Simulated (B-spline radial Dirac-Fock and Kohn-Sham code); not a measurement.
# What relativity does to the binding energies of Kr²²⁺

System: Kr²²⁺, configuration [Ne] 3s2 3p2.

Both columns are ΔSCF binding energies of the configuration average from an atomic code on a B-spline grid: non-relativistic Hartree-Fock with a point nucleus, and Dirac-Fock with a finite nucleus and the Coulomb interaction alone, averaged over the two j levels with weights 2j+1.

```
shell  Hartree-Fock (eV)  Dirac-Fock (eV)  shift (eV)  shift (%)
   1s            15102.5          15363.9     +261.36      +1.73
   2s             2831.0           2894.4      +63.42      +2.24
   2p             2647.9           2665.5      +17.62      +0.67
   3s             1037.1           1053.9      +16.83      +1.62
   3p              983.2            989.4       +6.21      +0.63
```

Relativity binds 1s, 2s, 2p, 3s, 3p more strongly, among those listed most of all 2s in relative terms.

Values without a named source are computed, but for edge energies of neutral atoms, which are taken from tables.
